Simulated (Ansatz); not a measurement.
Ansatz (a quantum-chemistry and plane-wave program) input (PBE/def2-TZVP):

Ansatz 0.2 input:
```yaml
crystal:
  periodic: [false, false, false]
  atoms:
    - {symbol: C, position_ang: [2.76369132, 0.31474672, 0.69280404]}
    - {symbol: C, position_ang: [1.48885845, 0.70152312, -0.05026561]}
    - {symbol: C, position_ang: [0.52080312, -0.47652226, -0.22223815]}
    - {symbol: C, position_ang: [-0.70146998, -0.10809803, -1.00612560]}
    - {symbol: C, position_ang: [-1.96146057, -0.06227150, -0.57848460]}
    - {symbol: C, position_ang: [-2.47418223, -0.38637167, 0.79058562]}
    - {symbol: H, position_ang: [3.43445351, 1.16838449, 0.80581594]}
    - {symbol: H, position_ang: [2.53636209, -0.06449988, 1.69215530]}
    - {symbol: H, position_ang: [3.30758233, -0.46855399, 0.15914055]}
    - {symbol: H, position_ang: [0.97436493, 1.50558151, 0.48348868]}
    - {symbol: H, position_ang: [1.74289486, 1.10405986, -1.03576104]}
    - {symbol: H, position_ang: [0.25426696, -0.86802930, 0.76134017]}
    - {symbol: H, position_ang: [1.04813169, -1.28545441, -0.74175690]}
    - {symbol: H, position_ang: [-0.51378121, 0.17249191, -2.03959907]}
    - {symbol: H, position_ang: [-2.72100132, 0.24381681, -1.29259016]}
    - {symbol: H, position_ang: [-1.68289798, -0.67084657, 1.48221111]}
    - {symbol: H, position_ang: [-3.00106632, 0.47189529, 1.21778749]}
    - {symbol: H, position_ang: [-3.19675028, -1.20688393, 0.75011351]}
basis:
  gaussian:
    orbitals: def2-TZVP
hamiltonian:
  xc: {name: PBE}
relax: {f_tol: 0.003, max_steps: 100}
```

End of the output:

```
relax step  10: F+E_penalty+E_count = -6410.73358587 eV  Δ(F+E_penalty+E_count) = -1.485e-5 eV  max|allowed force component| = 2.233e-3 eV/Å  Δτ_max = 0.0031 Å  (33 SCF iters, accepted)
integrals: 0.20 GiB planned
1608 factors; their error is unknown
0.35 GiB of the device are held for the grids
1.45 GiB of device memory are held for the factors and their scratch space
mean field: 1.32 GiB planned
mean field evaluation 96: about -6410.2365 eV, gradient 1.5e1 eV
mean field -6410.73358587 eV, -235.5901139293 hartree, gradient 9.0e-6 eV, S^2 0.000000; 1 other end points of the search recorded, 0 dependent functions left out
the calculation of the forces begins
reference -6410.73363939 eV, -235.5901158962 hartree; 24, 24 occupied and 234, 234 virtual orbitals, 1608 factors
Total energy: -6410.73363939 eV, -235.5901158962 hartree
Atom 0 at     2.801416     0.308740     0.675825 Å, force    -0.000233     0.000116     0.000189 eV/Å
Atom 1 at     1.528317     0.710066    -0.068338 Å, force     0.000769     0.000250     0.000068 eV/Å
Atom 2 at     0.512977    -0.439934    -0.183592 Å, force    -0.000858     0.000053     0.000211 eV/Å
Atom 3 at    -0.704803    -0.066337    -0.975967 Å, force    -0.001608    -0.000436     0.001039 eV/Å
Atom 4 at    -1.983953    -0.056335    -0.570502 Å, force     0.002233     0.000174    -0.000262 eV/Å
Atom 5 at    -2.522896    -0.433119     0.776009 Å, force    -0.000575    -0.000819    -0.000517 eV/Å
Atom 6 at     3.509224     1.147444     0.745450 Å, force    -0.000391     0.000473    -0.000279 eV/Å
Atom 7 at     2.576132    -0.022918     1.701254 Å, force    -0.000280     0.000053     0.000012 eV/Å
Atom 8 at     3.315582    -0.520936     0.166304 Å, force    -0.000176    -0.000330    -0.000091 eV/Å
Atom 9 at     1.046897     1.561665     0.440071 Å, force     0.000249     0.000056     0.000802 eV/Å
Atom 10 at     1.785015     1.066633    -1.080429 Å, force     0.000248    -0.000384    -0.000364 eV/Å
Atom 11 at     0.239265    -0.786153     0.825513 Å, force     0.000189     0.000147    -0.000565 eV/Å
Atom 12 at     1.014099    -1.295166    -0.674849 Å, force    -0.000464     0.000470    -0.000248 eV/Å
Atom 13 at    -0.503905     0.248101    -2.007197 Å, force    -0.000234    -0.000522    -0.000289 eV/Å
Atom 14 at    -2.737882     0.258850    -1.300463 Å, force     0.000347     0.000837     0.000216 eV/Å
Atom 15 at    -1.737742    -0.721702     1.486684 Å, force     0.000191     0.000032     0.000479 eV/Å
Atom 16 at    -3.089976     0.402084     1.218794 Å, force     0.000534     0.000378    -0.000733 eV/Å
Atom 17 at    -3.228969    -1.276013     0.694055 Å, force     0.000057    -0.000548     0.000331 eV/Å
Dipole moment:     0.009559    -0.002380     0.049004 e Å
```
